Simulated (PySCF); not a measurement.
## Relaxation of quartet H₃RuO

Computed with UPBE0/[Ru def2-TZVP with ECP28, O def2-TZVP, H def2-TZVP], scalar-relativistic core potentials, density fitting, no spin–orbit coupling, PySCF. A (50,194) grid was used.

A start displaced from a saddle point along its imaginary mode, of Cs symmetry, held to at least that symmetry:

```xyz
5
charge 0 multiplicity 4, angstrom
Ru   -0.0005    0.1900    0.0000
O     0.0038   -1.5243    0.0000
H     1.0803    1.4489    0.0000
H    -0.1200    1.9246    0.0000
H    -0.9713    1.6103    0.0000
```

(1) What forces act on the atoms at the start (eV/Å)?

(2) What does it relax to?

(3) How much energy is released, and in how many steps?

Results:

(1) 
| atom | Fx | Fy | Fz |
| --- | --- | --- | --- |
| Ru1 | -0.17 | -0.28 | 0.00 |
| O2 | 0.20 | 0.08 | 0.00 |
| H3 | 0.30 | -0.26 | 0.00 |
| H4 | 0.01 | 0.37 | 0.00 |
| H5 | -0.33 | 0.10 | 0.00 |

(2) It ends at Cs with H–H 0.817 Å, Ru–H 1.625 Å, Ru–H 1.856 Å, Ru–H 1.889 Å, Ru–O 1.701 Å; H–H–Ru 75.2°, H–H–Ru 79.6°, H–Ru–H 25.2°, H–Ru–H 63.2°, H–Ru–H 88.4°, H–Ru–O 119.3°, H–Ru–O 152.3°, H–Ru–O 177.5° (after a last refinement on a finer grid). A frequency run shows a minimum. Other isomers or separated fragments may lie lower.

(3) 15.1 kJ/mol in 10 steps.

With open d or f shells other occupations or spin states may lie lower. At this level a doublet minimum of Cs symmetry lies 98 kJ/mol below this structure.

The relaxation took 16 s on 4 threads of a shared Arm Neoverse V1 host, with 89 basis functions and 11 gradients; the process peaked at 1.3 GiB.
